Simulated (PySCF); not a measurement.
**Stretching SbH**

Set-up: basis Sb def2-TZVPPD with ECP28, H def2-TZVPPD; scalar-relativistic core potentials; PySCF 2.14. Energies in eV from Sb + H in their ground configurations at the same level. State: ³Σ⁻ (triplet), unpaired electrons π ↑↑.

All columns are r²SCAN. A positive dipole means Sb(−)H(+).

```tsv
R (Å)	E (eV)	μ (D)	Mulliken charge on Sb (basis-dependent)	HOMO (eV)	LUMO (eV)	Mayer bond order	⟨S²⟩
1.477	-2.104	0.27	0.10	-5.76	-3.27	0.95	2.01
1.545	-2.405	0.13	0.11	-5.76	-3.26	0.96	2.01
1.614	-2.577	-0.01	0.11	-5.76	-3.27	0.96	2.01
1.665	-2.640	-0.11	0.11	-5.77	-3.27	0.96	2.01
1.717	-2.659	-0.21	0.10	-5.77	-3.27	0.96	2.01
1.768	-2.641	-0.31	0.10	-5.78	-3.28	0.97	2.01
1.837	-2.573	-0.45	0.10	-5.80	-3.29	0.97	2.01
1.923	-2.437	-0.62	0.09	-5.82	-3.31	0.97	2.01
2.026	-2.223	-0.81	0.09	-5.86	-3.32	0.97	2.02
2.163	-1.893	-1.06	0.10	-5.91	-3.35	0.96	2.03
```

A fit through these points gives, at Re = 1.716 Å, μ = -0.21 D and dμ/dR = -2.00 D/Å; the reduced mass is 0.9995 u.

How strong is the fundamental in the double-harmonic approximation, I = 42.26·(dμ/dR)²/μred km/mol?

I = 42.26·(-2.00)²/0.9995 = 169 km/mol at r²SCAN.

Spin–orbit coupling is left out, which matters for elements this heavy, above all for dissociation energies. The state was picked by a PBE0 search and need not be the measured ground state.
